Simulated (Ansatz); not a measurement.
Relaxation of CH3NOSi (7 atoms, charge 0, multiplicity 1), to a largest force component of 0.02 eV/Å in at most 50 steps.

Level of theory: RKS B3LYP/6-31G* in Ansatz.

```xyz
7
Properties=species:S:1:pos:R:3
C -0.125 -0.554 -1.011
N 0.163 -1.212 0.051
Si 0.126 0.353 0.883
O -0.246 0.750 -0.789
H -0.267 -0.952 -2.003
H -1.048 0.652 1.670
H 1.396 0.963 1.200
```

Problem. Where does it end, and by what steps?

Solution. The forces met the threshold. After 6 steps the energy has fallen by 0.213 eV; H6 moved furthest, 0.09 Å.

```
step  energy less start (eV)  largest force component (eV/Å)  accepted
   0                  0.0000                           2.398       yes
   1                 -0.1865                           0.962       yes
   2                 -0.2086                           0.398       yes
   3                 -0.2116                           0.206       yes
   4                 -0.2124                           0.173       yes
   5                 -0.2134                           0.021       yes
   6                 -0.2134                           0.005       yes
```

```xyz
7
Properties=species:S:1:pos:R:3
C -0.122 -0.585 -1.015
N 0.167 -1.236 0.056
Si 0.108 0.377 0.806
O -0.263 0.785 -0.850
H -0.268 -0.968 -2.027
H -1.002 0.663 1.744
H 1.380 0.964 1.285
```

Whether the end is a true minimum wasn't checked by a vibrational analysis.

The run took 11 s on 1 thread of AMD EPYC 9R45 96-Core Processor (Zen 5), on a shared host, peak memory 0.17 GiB.
